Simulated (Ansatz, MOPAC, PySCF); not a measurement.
Species: BNH3 (charge +1, singlet). SMILES of the parent species: [BH]N
Geometry: optimised at B3LYP-D3(BJ)/def2-TZVP (Ansatz, a first-principles code).

Unscaled harmonic wavenumbers (cm⁻¹) in rising order, each level at the stationary point that it reaches from this structure (no distance between atoms moves by over 0.3 Å); the order of modes can differ between levels, and a negative number is imaginary. B3LYP-D3(BJ)/def2-TZVP (PySCF, at the structure above): 579, 683, 752, 929, 1454, 1612, 2885, 3441, 3501.

PM3 (MOPAC): 489, 751, 874, 901, 1396, 1610, 2655, 3336, 3428. Zero-point energy 22.1 against 22.6 kcal/mol; where all levels lie over 400 cm⁻¹, the wavenumbers are on average 0.989 times those of B3LYP-D3(BJ)/def2-TZVP.

HF/3-21G (Ansatz): 711, 833, 977, 1092, 1548, 1758, 3046, 3569, 3633. Zero-point energy 24.5 against 22.6 kcal/mol; where all levels lie over 400 cm⁻¹, the wavenumbers are on average 1.134 times those of B3LYP-D3(BJ)/def2-TZVP.

HF/6-31G* (Ansatz): 629, 752, 826, 1014, 1543, 1753, 3047, 3686, 3767. Zero-point energy 24.3 against 22.6 kcal/mol; where all levels lie over 400 cm⁻¹, the wavenumbers are on average 1.081 times those of B3LYP-D3(BJ)/def2-TZVP.

B3LYP/6-31G* (Ansatz): 573, 674, 744, 938, 1456, 1634, 2921, 3457, 3523. Zero-point energy 22.8 against 22.6 kcal/mol; where all levels lie over 400 cm⁻¹, the wavenumbers are on average 1.002 times those of B3LYP-D3(BJ)/def2-TZVP.
